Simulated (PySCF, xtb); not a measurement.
BHN, SMILES B=[N] (connectivity only; charge and spin as stated), charge -1, multiplicity 1.

The structure is a stationary point at B3LYP-D3(BJ)/def2-TZVPD. The spin state was assumed, not searched. The isomer is the one that the SMILES or the coordinates give; other isomers of the formula were not compared.

Computed with IEF-PCM-PBE0/def2-TZVPD (PySCF).

The values are the electrostatic part of the solvation free energy, E(continuum) − E(gas) at the gas-phase geometry, in a cavity of scaled van der Waals radii (PySCF's table); cavitation and dispersion terms are not included. In vacuum the orbital gap is 4.74 eV.

Computed values in water (ε = 78.36), tetrahydrofuran (ε = 7.43), dimethylsulfoxide (ε = 46.83):
```csv
solvent,ε,ΔG(elec) (kcal/mol),gap (eV)
water,78.36,-72.3,6.82
tetrahydrofuran,7.43,-62.5,6.57
dimethylsulfoxide,46.83,-71.6,6.81
```

For comparison, GFN2-xTB/ALPB(water) (xtb, at the GFN2-xTB geometry, all terms of that model) gives -76.0 kcal/mol.
